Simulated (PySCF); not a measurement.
Write Cartesian coordinates for `[O](CC)[GeH2][PH2]` as optimised with PBE0-D3(BJ)/def2-SVP.

```
atom  x, y, z in Å
C1    -2.3067    0.8904    0.0656
C2    -1.2663   -0.2046    0.1172
O3    -0.0138    0.3412   -0.2138
Ge4    1.4559   -0.6667   -0.1665
P5     3.1205    0.7938   -0.8313
H6    -3.3063    0.4959    0.3036
H7    -2.0610    1.6852    0.7854
H8    -2.3359    1.3390   -0.9386
H9    -1.5402   -1.0178   -0.5860
H10   -1.2474   -0.6574    1.1301
H11    1.7020   -1.1444    1.2831
H12    1.2448   -1.8880   -1.0923
H13    2.8280    0.6281   -2.2198
H14    4.1072   -0.2428   -0.8361
```

Any rigid rotation of these coordinates is as good. Atoms count from 1 in this order. The 5 heavy atoms lie in one plane (0.019 Å rms). P5 (three-coordinate phosphorus) is pyramidal (angles 93.4°, 93.1° and 92.3°, sum 278.7°, 0.88 Å off the plane of its three neighbours). O3 (oxygen bonded to C and Ge) is bent (angle 120.6°). Ge4 (germanium bonded to O, P and 2 H) is distorted tetrahedral (angles from 103.2° to 115.1°).

Bonds between heavy atoms (Å): C1–C2 1.511, C2–O3 1.406, O3–Ge4 1.783, Ge4–P5 2.312.

Computed with PBE0-D3(BJ)/def2-SVP geometry optimisation, gas phase (PySCF 2.14.0).

No frequency check. One conformer, not necessarily the lowest (C1–C2–O3–Ge4 177°, C2–O3–Ge4–P5 179°, O3–Ge4–P5–H -82° and -175°).

On an Arm Neoverse N1 with one thread, shared host, this took 2.3 min and 0.53 GiB of memory at its peak. That covers the optimisation of the geometry.
